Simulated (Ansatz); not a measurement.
Ideal-gas functions of Cl₃GeH₃Si, SMILES `[SiH3][Ge]([Cl])([Cl])[Cl]` at 298.15 K and 1 bar, from an Ansatz frequency run at PBE0-D4/def2-TZVP.

Molar mass 210.08 g/mol, point group C3v (symmetry number 3), electronic degeneracy 1, moments of inertia 426.869, 464.273, 464.304 u Å². Harmonic wavenumbers (cm⁻¹, unscaled): 85, 85, 91, 144, 144, 164, 335, 430, 433, 433, 518, 518, 849, 928, 928, 2243, 2267, 2267.

Use S(trans) = R[1.5 ln M + 2.5 ln T − 1.1517]; rotational temperatures θ = 24.2544 K / I; S(rot) = R[ln(√π/σ · √(T³/θAθBθC)) + 1.5]; for each mode x = 1.438777 ν̃/T, S = R[x/(eˣ − 1) − ln(1 − e⁻ˣ)] and H = RT x/(eˣ − 1); 1 cm⁻¹ = 0.0119627 kJ/mol; R = 8.31446 J/(mol·K).

**Question.** By hand: the entropy, in J/(mol·K).

**Answer.** Translation 175.5. Rotation: θ = 0.0568, 0.0522, 0.0522 K, giving 115.6. Vibration, mode by mode: 15.78, 15.78, 15.22, 11.51, 11.51, 10.47, 5.17, 3.59, 3.55, 3.55, 2.57, 2.57, 0.72, 0.52, 0.52, 0.00, 0.00, 0.00, in all 103.0. Electronic 0.0. Sum 394.1 J/(mol·K).

**Question.** By hand: H − E and G − E in kJ/mol, counted from the electronic energy.

**Answer.** Zero-point energy ½ × 12862 × 0.0119627 = 76.9; thermal vibration 15.8; translation, rotation and pV give 4 RT = 9.9. H − E = 102.6 kJ/mol, and G − E = 102.6 − 298.15 × 394.1/1000 = -14.9 kJ/mol.

Vibration gives 26 % of the entropy, 69.8 J/(mol·K) of it from the modes under 150 cm⁻¹: soft modes count most, and the harmonic formula is weakest for them.
